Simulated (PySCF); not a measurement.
Gas-phase thermal properties of SiBr4

Computed with PySCF (xtb for GFN2) and rigid-rotor harmonic-oscillator thermochemistry at 1 bar. Table values come from the NASA 1993 polynomials. 6-31G* has spherical d functions here. All species are closed-shell singlets. B3LYP is the form with VWN-RPA correlation. Br: all electrons, no relativistic terms. The harmonic model lacks anharmonicity and excited electronic states, which grow with temperature; levels with a mode under 35 cm⁻¹ are left out. Soft modes under 120 cm⁻¹ make the harmonic entropy rough for SiBr4. The table's entry may be an old estimate for SiBr4 (not checked at source).

```
level           point group   σ  ZPE (kJ/mol)  S°298 (J/mol/K)  Cp298 (J/mol/K)  S°1000 (J/mol/K)  H1000 − H298 (kJ/mol)
--------------  -----------  --  ------------  ---------------  ---------------  ----------------  ---------------------
table                     -   -             -            379.4             97.0             504.6                   73.2
B3LYP/6-31G*             Td  12          13.5            380.8             97.4             506.2                   73.3
GFN2-xTB                 Td  12          12.5            390.1             98.2             516.0                   73.6
HF/6-31G*                Td  12          14.7            374.5             95.9             499.1                   72.9
PBE/def2-SVP             Td  12          13.3            382.7             97.5             508.2                   73.4
PBE0/def2-TZVP           Td  12          13.8            379.7             96.9             504.9                   73.2
```
σ: rotational symmetry number. Electronic degeneracy used: 1. Frequencies are unscaled.
